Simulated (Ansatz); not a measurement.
Start from `[BH2][GeH]([CH3])[F]` and change one atom or group to get `[CH3][GeH]([F])[GeH3]`.

Ansatz, PBE0-D4/def2-TZVP geometries, multiplicity 1. 

Scalar relativity is left out up to krypton.

```json
{"property": "LUMO energy (PBE0/def2-TZVPP) / eV", "`[BH2][GeH]([CH3])[F]`": "-2.65"}
{"property": "size of the dipole moment (PBE/def2-TZVPP) / D", "`[BH2][GeH]([CH3])[F]`": "2.40"}
{"property": "HOMO–LUMO gap (PBE/def2-TZVPP) / eV", "`[BH2][GeH]([CH3])[F]`": "3.28"}
{"property": "size of the dipole moment (B3LYP/def2-TZVPP) / D", "`[BH2][GeH]([CH3])[F]`": "2.53"}
{"property": "HOMO–LUMO gap (ωB97M-V/def2-TZVPP) / eV", "`[BH2][GeH]([CH3])[F]`": "9.68"}
{"property": "HOMO energy (ωB97M-V/def2-TZVPP) / eV", "`[BH2][GeH]([CH3])[F]`": "-10.38"}
```

Give the same properties after the change, and the shifts. (An estimate is asked.)

Computed: 
| property | `[CH3][GeH]([F])[GeH3]` | shift |
| --- | --- | --- |
| LUMO energy (PBE0/def2-TZVPP) / eV | -0.12 | 2.53 |
| size of the dipole moment (PBE/def2-TZVPP) / D | 2.20 | -0.20 |
| HOMO–LUMO gap (PBE/def2-TZVPP) / eV | 5.92 | 2.64 |
| size of the dipole moment (B3LYP/def2-TZVPP) / D | 2.32 | -0.21 |
| HOMO–LUMO gap (ωB97M-V/def2-TZVPP) / eV | 11.81 | 2.13 |
| HOMO energy (ωB97M-V/def2-TZVPP) / eV | -10.09 | 0.29 |

With PBE0 the HOMO rises by 0.17 eV and the LUMO rises by 2.53 eV, so the gap widens by about 2.36 eV. PBE moves the HOMO by 0.05 eV and ωB97M-V by 0.29 eV. Dipoles are sizes alone; their direction can turn.

B3LYP here is the variant with VWN-RPA as its local correlation; programs differ in this.
